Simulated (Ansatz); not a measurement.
[NbOCl4]- (NbCl4O⁻) was relaxed with B3LYP-D4 (def2-SVPD) in Ansatz in these states: charge -1 singlet, neutral doublet. The geometries follow in no particular order.

In the def2 sets Nb takes a core potential; there is no spin–orbit coupling.

A:

```xyz
6

Nb   -0.146   -0.250    0.003
O     0.374   -1.538   -0.946
Cl   -0.307   -1.071    2.159
Cl   -2.363    0.097   -0.553
Cl    0.474    1.803   -1.332
Cl    1.968    0.960    0.669
```

B:

```xyz
6

Nb   -0.0311   -0.0120   -0.1052
O    -0.5082   -0.1965   -1.7211
Cl   -0.7658   -2.0511    0.9617
Cl   -1.9244    1.0531    0.9515
Cl    1.0350    2.1551   -0.0503
Cl    2.1946   -0.9486   -0.0366
```

Q: Judge from the bond lengths which geometry belongs to which state (an estimate).

A: A is the neutral doublet (Nb1–Cl5 2.526 Å, Nb1–Cl6 2.526 Å, Nb1–Cl4 2.312 Å); B is the charge -1 singlet (Nb1–Cl5 2.416 Å, Nb1–Cl6 2.416 Å, Nb1–Cl4 2.416 Å).

In the charge 0 doublet, Cl5 and Cl6 lie 2.64 Å apart (atoms count from 1), so these atoms are partly bonded to each other.
